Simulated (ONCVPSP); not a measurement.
Ti: one change to an ONCV potential, before and after

ONCVPSP 4.0.1 input, shortened (lines: element, Z, core and valence counts, functional; n l f; lmax; l rc ep ncon nbas qcut; lloc lpopt rc5 dvloc0; l nproj debl; icmod fcfact rcfact), PBE, scalar-relativistic:

```
  Ti 22.00    3    3        4      upf
    1    0    2.00
    2    0    2.00
    2    1    6.00
    3    0    2.00
    3    1    6.00
    3    2    1.00
    2
    0    1.00    0.00    4    9    5.40
    1    1.15    0.00    4    9    8.40
    2    1.40    0.00    4    9   10.60
    4    5    0.80    6.00
    0    2    2.00
    1    2    2.20
    2    3    0.40
    0    0.00    0.00
```

In the s channel the program set the typed energies aside and used -3.493, 0.250 Ha. In the p channel the program set the typed energies aside and used -2.606, 0.250 Ha. In the d channel the program set the typed energies aside and used -1.275, 0.250, 0.650 Ha.

Change: p: rc 1.66.

Cutoffs: the cutoffs (Ha) at which the residual kinetic energy of the hardest occupied pseudo-wave falls to 1 and 0.1 mHa per electron; they do not see the model core or the augmentation charge, which bear on the density cutoff. Errors are all-electron minus pseudo energies relative to the spin-unpolarised reference configuration.

Task: What does the change do?

Result: The potential gets neither clearly harder nor softer (223 Ha and 257 Ha → 223 Ha and 257 Ha); the errors of the 4 common tests hardly move; neither file shows a bound ghost.

| quantity | base | changed |
| --- | --- | --- |
| cutoff, loose | 223 Ha | 223 Ha |
| cutoff, tight | 257 Ha | 257 Ha |
| loose cutoff by channel | s 223 Ha, p 19 Ha, d 43 Ha | s 223 Ha, p 21 Ha, d 43 Ha |
| bound ghosts | none | none |
| GHOST(+) flags under 300 eV | none | none |
| error for 3s2 3p6 3d2 4s2, meV [ΔE -47.87 eV] | +16 | +17 |
| error for 3s2 3p6 3d2 4s1, meV [ΔE -40.52 eV] | +19 | +21 |
| error for 3s2 3p6 3d2, meV [ΔE -26.95 eV] | +23 | +24 |
| error for 3s2 3p6 3d2 4p2, meV [ΔE -41.58 eV] | +20 | +21 |
| s: phases at 1.02 bohr within 0.05 rad from the reference energy up to (Ha; the scan ends near 5) | to the end of the scan | to the end of the scan |
| d: phases at 1.42 bohr within 0.05 rad from the reference energy up to (Ha; the scan ends near 5) | to the end of the scan | to the end of the scan |
